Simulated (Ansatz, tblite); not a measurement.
Adding an electron: As5O6⁺. The state is a singlet with charge 1. Geometry: PBE-D4/def2-SVP. Ansatz, gas phase; energy differences of separate SCF runs; the reduced species was run as a doublet alone.

Cartesian coordinates in Å:
```
As -2.667 -0.945 -0.050
As 0.526 -1.966 -0.431
As -0.825 2.045 0.102
As 1.725 0.505 1.438
As 0.966 1.114 -1.611
O 2.157 1.028 -0.250
O 1.146 -1.186 1.045
O -1.331 -2.026 0.090
O 0.291 -0.593 -1.575
O -2.085 0.667 -0.231
O 0.098 1.355 1.473
```

The xTB rows come from tblite. The structure comes from a short search, and lower isomers may exist.

| level | −HOMO (eV) | −LUMO (eV) | vertical EA (eV) | HOMO–LUMO gap (eV) |
| --- | --- | --- | --- | --- |
| PBE-D4/def2-SVP | 9.72 | 8.64 | 6.03 | 1.08 |
| PBE0-D4/def2-SVP | 10.73 | 8.06 | 6.31 | 2.66 |

Q: Estimate the rows for GFN1-xTB, GFN2-xTB.

A: 
```csv
level,−HOMO (eV),−LUMO (eV),vertical EA (eV),HOMO–LUMO gap (eV)
GFN1-xTB,18.71,17.94,14.25,0.77
GFN2-xTB,15.34,14.45,11.41,0.89
```

  Raw xTB energy differences between charge states are shifted by several eV; the methods need an empirical correction for them.
